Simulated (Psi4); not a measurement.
C3H12ClNSi2 (SMILES C[Si](C)(C)N[SiH2]Cl), singlet, at a GFN2-xTB geometry, atoms displaced at random by about 0.08 Å a coordinate; R2SCAN/STO-3G, gradient in Psi4.

Input for Psi4:
```
memory 2 GB

molecule mol {
0 1
  Si    1.403333    0.289047   -0.442988
  Cl    3.209869   -0.325563    0.670302
  N     0.093898    0.068445    0.461718
  Si   -1.543115   -0.070261   -0.162119
  C    -2.449030   -0.256783    1.540174
  C    -1.861241    1.585915   -0.786725
  C    -1.986478   -1.513594   -1.230539
  H     1.540913   -0.518590   -1.611776
  H     1.684847    1.538222   -0.828652
  H     0.459547   -0.238979    1.334919
  H    -2.341156   -1.129750    2.085918
  H    -2.412714    0.793636    2.223479
  H    -3.585878   -0.049804    1.235650
  H    -2.979173    1.734368   -1.308105
  H    -1.285319    1.712794   -1.955267
  H    -1.597685    2.541289   -0.257013
  H    -1.623559   -2.519201   -0.690052
  H    -1.299348   -1.485393   -2.091530
  H    -2.938105   -1.576540   -1.467665
symmetry c1
no_reorient
no_com
}

set basis sto-3g
set reference rks

gradient('r2scan')
print_variables()
```

What the program printed (banner, timings and long lists left out):

```
gradient() will perform analytic gradient computation.

   => Loading Basis Set <=

    Name: STO-3G
    Role: ORBITAL
    Keyword: BASIS

         ---------------------------------------------------------
                                   SCF
               by Justin Turney, Rob Parrish, Andy Simmonett
                          and Daniel G. A. Smith
                              RKS Reference
         ---------------------------------------------------------

  ==> Geometry <==

    Molecular point group: c1
    Full point group: C1

    Geometry (in Angstrom), charge = 0, multiplicity = 1:

       Center              X                  Y                   Z               Mass
    ------------   -----------------  -----------------  -----------------  -----------------
         SI           1.403333000000     0.289047000000    -0.442988000000    27.976926534650
         CL           3.209869000000    -0.325563000000     0.670302000000    34.968852682000
         N            0.093898000000     0.068445000000     0.461718000000    14.003074004430
         SI          -1.543115000000    -0.070261000000    -0.162119000000    27.976926534650
         C           -2.449030000000    -0.256783000000     1.540174000000    12.000000000000
         C           -1.861241000000     1.585915000000    -0.786725000000    12.000000000000
         C           -1.986478000000    -1.513594000000    -1.230539000000    12.000000000000
         H            1.540913000000    -0.518590000000    -1.611776000000     1.007825032230
         H            1.684847000000     1.538222000000    -0.828652000000     1.007825032230
         H            0.459547000000    -0.238979000000     1.334919000000     1.007825032230
         H           -2.341156000000    -1.129750000000     2.085918000000     1.007825032230
         H           -2.412714000000     0.793636000000     2.223479000000     1.007825032230
         H           -3.585878000000    -0.049804000000     1.235650000000     1.007825032230
         H           -2.979173000000     1.734368000000    -1.308105000000     1.007825032230
         H           -1.285319000000     1.712794000000    -1.955267000000     1.007825032230
         H           -1.597685000000     2.541289000000    -0.257013000000     1.007825032230
         H           -1.623559000000    -2.519201000000    -0.690052000000     1.007825032230
         H           -1.299348000000    -1.485393000000    -2.091530000000     1.007825032230
         H           -2.938105000000    -1.576540000000    -1.467665000000     1.007825032230

  Running in c1 symmetry.

  Rotational constants: A =      0.08710  B =      0.02121  C =      0.02078 [cm^-1]
  Rotational constants: A =   2611.29839  B =    635.79239  C =    623.07905 [MHz]
  Nuclear repulsion =  536.912226330346130

  Charge       = 0
  Multiplicity = 1
  Electrons    = 82
  Nalpha       = 41
  Nbeta        = 41

  ==> Algorithm <==

  SCF Algorithm Type is DF.
  DIIS enabled.
  MOM disabled.
  Fractional occupation disabled.
  Guess Type is SAD.
  Energy threshold   = 1.00e-08
  Density threshold  = 1.00e-08
  Integral threshold = 1.00e-12

  ==> Primary Basis <==

  Basis Set: STO-3G
    Blend: STO-3G
    Number of shells: 39
    Number of basis functions: 59
    Number of Cartesian functions: 59
    Spherical Harmonics?: true
    Max angular momentum: 1

  ==> DFT Potential <==

   => LibXC <=

    Version 7.1.2
    S. Lehtola, C. Steigemann, M. J. T. Oliveira, and M. A. L. Marques,  SoftwareX 7, 1–5 (2018) (10.1016/j.softx.2017.11.002)

   => Composite Functional: R2SCAN <=

    r2SCAN Meta-GGA XC Functional  (0.1021/acs.jpclett.0c02405)
    J. W. Furness, A. D. Kaplan, J. Ning, J. P. Perdew, J. Sun  J. Phys. Chem. Lett.  11, 8208–8215, 2020

    Deriv               =              1
    GGA                 =           TRUE
    Meta                =           TRUE

    Exchange Hybrid     =          FALSE
    MP2 Hybrid          =          FALSE

   => Exchange Functionals <=

    1.0000   XC_MGGA_X_R2SCAN

   => Correlation Functionals <=

    1.0000   XC_MGGA_C_R2SCAN

   => LibXC Density Thresholds  <==

    XC_MGGA_C_R2SCAN:  1.00E-15
    XC_MGGA_X_R2SCAN:  1.00E-11

   => Molecular Quadrature <=

    Radial Scheme          =       TREUTLER
    Pruning Scheme         =           NONE
    Nuclear Scheme         =       TREUTLER

    Blocking Scheme        =         OCTREE
    BS radius alpha        =              1
    Pruning alpha          =              1
    Radial Points          =             75
    Spherical Points       =            302
    Total Points           =         397863
    Total Blocks           =           2949
    Max Points             =            256
    Max Functions          =             51
    Weights Tolerance      =       1.00E-15

   => Loading Basis Set <=

    Name: (STO-3G AUX)
    Role: JKFIT
    Keyword: DF_BASIS_SCF

  ==> Integral Setup <==

  SCF_SUBTYPE=INCORE selected. In-core MEM_DF algorithm will be used.
  Using in-core AOs.

  ==> MemDFJK: Density-Fitted J/K Matrices <==

    J tasked:                   Yes
    K tasked:                    No
    wK tasked:                   No
    Algorithm:                 Core
    Schwarz Cutoff:           1E-12
    Mask sparsity (%):       6.0327
    Fitting Condition:        1E-10

   => Auxiliary Basis Set <=

  Basis Set: (STO-3G AUX)
    Blend: DEF2-UNIVERSAL-JKFIT
    Number of shells: 286
    Number of basis functions: 902
    Number of Cartesian functions: 1065
    Spherical Harmonics?: true
    Max angular momentum: 4

  Minimum eigenvalue in the overlap matrix is 2.1601994053E-01.
  Reciprocal condition number of the overlap matrix is 9.1805657624E-02.
    Using symmetric orthogonalization.

  ==> Pre-Iterations <==

  SCF Guess: Superposition of Atomic Densities via on-the-fly atomic UHF (no occupation information).

   -------------------------
    Irrep   Nso     Nmo
   -------------------------
     A         59      59
[...]
  @DF-RKS Final Energy: -1201.48092679222191
    Total Energy =                      -1201.4809267922219078
[...]
    Full point group: C1

    Geometry (in Angstrom), charge = 0, multiplicity = 1:

       Center              X                  Y                   Z               Mass
    ------------   -----------------  -----------------  -----------------  -----------------
         SI           1.403333000000     0.289047000000    -0.442988000000    27.976926534650
         CL           3.209869000000    -0.325563000000     0.670302000000    34.968852682000
         N            0.093898000000     0.068445000000     0.461718000000    14.003074004430
         SI          -1.543115000000    -0.070261000000    -0.162119000000    27.976926534650
         C           -2.449030000000    -0.256783000000     1.540174000000    12.000000000000
         C           -1.861241000000     1.585915000000    -0.786725000000    12.000000000000
         C           -1.986478000000    -1.513594000000    -1.230539000000    12.000000000000
         H            1.540913000000    -0.518590000000    -1.611776000000     1.007825032230
         H            1.684847000000     1.538222000000    -0.828652000000     1.007825032230
         H            0.459547000000    -0.238979000000     1.334919000000     1.007825032230
         H           -2.341156000000    -1.129750000000     2.085918000000     1.007825032230
         H           -2.412714000000     0.793636000000     2.223479000000     1.007825032230
         H           -3.585878000000    -0.049804000000     1.235650000000     1.007825032230
         H           -2.979173000000     1.734368000000    -1.308105000000     1.007825032230
         H           -1.285319000000     1.712794000000    -1.955267000000     1.007825032230
         H           -1.597685000000     2.541289000000    -0.257013000000     1.007825032230
         H           -1.623559000000    -2.519201000000    -0.690052000000     1.007825032230
         H           -1.299348000000    -1.485393000000    -2.091530000000     1.007825032230
         H           -2.938105000000    -1.576540000000    -1.467665000000     1.007825032230

  Nuclear repulsion =  536.912226330346130

  ==> Basis Set <==

  Basis Set: STO-3G
    Blend: STO-3G
    Number of shells: 39
    Number of basis functions: 59
    Number of Cartesian functions: 59
    Spherical Harmonics?: true
    Max angular momentum: 1

  ==> DFJKGrad: Density-Fitted SCF Gradients <==

    Gradient:                    1
    J tasked:                  Yes
    K tasked:                   No
    wK tasked:                  No
    Integrals threads:           1
    Schwarz Cutoff:          1E-12
    Fitting Condition:       1E-10

   => Auxiliary Basis Set <=

  Basis Set: (STO-3G AUX)
    Blend: DEF2-UNIVERSAL-JKFIT
    Number of shells: 286
    Number of basis functions: 902
    Number of Cartesian functions: 1065
    Spherical Harmonics?: true
    Max angular momentum: 4

  ==> DFT Potential <==

   => LibXC <=

    Version 7.1.2
    S. Lehtola, C. Steigemann, M. J. T. Oliveira, and M. A. L. Marques,  SoftwareX 7, 1–5 (2018) (10.1016/j.softx.2017.11.002)

   => Composite Functional: R2SCAN <=

    r2SCAN Meta-GGA XC Functional  (0.1021/acs.jpclett.0c02405)
    J. W. Furness, A. D. Kaplan, J. Ning, J. P. Perdew, J. Sun  J. Phys. Chem. Lett.  11, 8208–8215, 2020

    Deriv               =              1
    GGA                 =           TRUE
    Meta                =           TRUE

    Exchange Hybrid     =          FALSE
    MP2 Hybrid          =          FALSE

   => Exchange Functionals <=

    1.0000   XC_MGGA_X_R2SCAN

   => Correlation Functionals <=

    1.0000   XC_MGGA_C_R2SCAN

   => LibXC Density Thresholds  <==

    XC_MGGA_C_R2SCAN:  1.00E-15
    XC_MGGA_X_R2SCAN:  1.00E-11

   => Molecular Quadrature <=

    Radial Scheme          =       TREUTLER
    Pruning Scheme         =           NONE
    Nuclear Scheme         =       TREUTLER

    Blocking Scheme        =         OCTREE
    BS radius alpha        =              1
    Pruning alpha          =              1
    Radial Points          =             75
    Spherical Points       =            302
    Total Points           =         397863
    Total Blocks           =           2949
    Max Points             =            256
    Max Functions          =             51
    Weights Tolerance      =       1.00E-15

  -Total Gradient:
     Atom            X                  Y                   Z
    ------   -----------------  -----------------  -----------------
       1       -0.097893686448     0.047017294879     0.025576246345
       2        0.025402814406    -0.008321240383     0.008801099164
       3        0.049814651275     0.009680984491     0.009541923278
       4       -0.001367929759     0.013247849316    -0.108678882628
       5        0.081025711771    -0.154283237643     0.039639761187
       6        0.040650297688    -0.066738175924     0.167817986808
       7       -0.166447251607     0.048331441939    -0.046457406937
       8        0.005835306347     0.008101772335     0.013868658592
       9       -0.013886729386    -0.068161707196     0.018261784166
      10        0.018898942870     0.017703675099    -0.047276230776
      11       -0.005433052820     0.044725397104    -0.031710431367
      12       -0.021335953800     0.074774111562     0.036985753126
      13       -0.045184681134     0.032933569044    -0.015447146466
      14       -0.059269855982     0.010305235900    -0.048519482628
      15        0.025824983449     0.009555236346    -0.085820317168
      16        0.004378321901     0.025395156047    -0.000587062482
      17        0.026899994350    -0.052602985960     0.021969032102
      18        0.015746048081     0.000447098374     0.008064094209
      19        0.114613778248     0.007676287785     0.033563715008

  Variable Map:
  ----------------------------------------------------------------------------
[...]
  Array Variable Map:
  ----------------------------------------------------------------------------
[...]
[...]
```
